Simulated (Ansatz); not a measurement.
Coupled-cluster diagnostics for NbSe(OH)3 (NbSeO3H3), Ansatz.

Geometry of the singlet (r2SCAN-D4/def2-SVP):

```xyz
8

Nb    0.021   -0.019    0.024
Se    1.361   -1.163    1.498
O     0.088    1.831    0.390
H     0.557    2.360    1.047
O    -1.765   -0.607    0.180
H    -2.201   -1.265    0.736
O     0.608   -0.312   -1.746
H     1.330   -0.825   -2.129
```

In the def2 sets Nb takes a core potential; there is no spin–orbit coupling. Correlated methods freeze 12 core orbitals; core or outer-core shells of Nb, Se are correlated, in sets that lack core-valence functions.

(1) Estimate the CCSD(T) correlation energy, the shares of MP2 and (T), T1 and the reference's ⟨S²⟩ for: charge 0, singlet, own geometry in def2-SVP; charge 1, doublet, vertical in def2-SVP; and the rough time on 4 threads of Intel Xeon on a shared host.

Answers

(1) 
```
                          state     basis  correlation (eV)  MP2 share (%)  (T) share (%)     T1  ⟨S²⟩ (pure)  wall time
charge 0, singlet, own geometry  def2-SVP           -31.744           98.0            4.1  0.021  0.00 (0.00)       29 s
    charge 1, doublet, vertical  def2-SVP           -30.952           97.3            4.0  0.022  0.76 (0.75)    2.4 min
```
Customary marks for T1 are 0.02 (closed shells), 0.045 (open shells) and about 0.05 (3d metals). T1 exceeds 0.02 in 2 of 2 rows and 0.045 in 0; the higher it lies, the less the single-reference result can be trusted.
